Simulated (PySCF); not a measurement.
Method: B3LYP-D3(BJ)/def2-TZVP // TPSS-D3(BJ)/def2-SVP (PySCF). All species are isolated molecules in the gas phase. One relaxed conformer stands for a flexible species; it need not be the lowest. B3LYP has the VWN-RPA correlation part, as in Gaussian. 

Reference species: [W(F)6] (neutral, multiplicity 1).

* **coordination number**: 6
* **LUMO**: -5.13 eV
* **HOMO**: -12.48 eV

After one change: the coordination number hardly moves; the LUMO increases by 2.16 eV; the HOMO rises by 3.72 eV.

Question: What was changed between the two runs? The new species is one of these.
A) [W(F)(OH)5]
B) [W(F)3(OH)3]
C) [W(F)4(OH)2]
D) [W(OH)6]

Answer: A, [W(F)(OH)5]
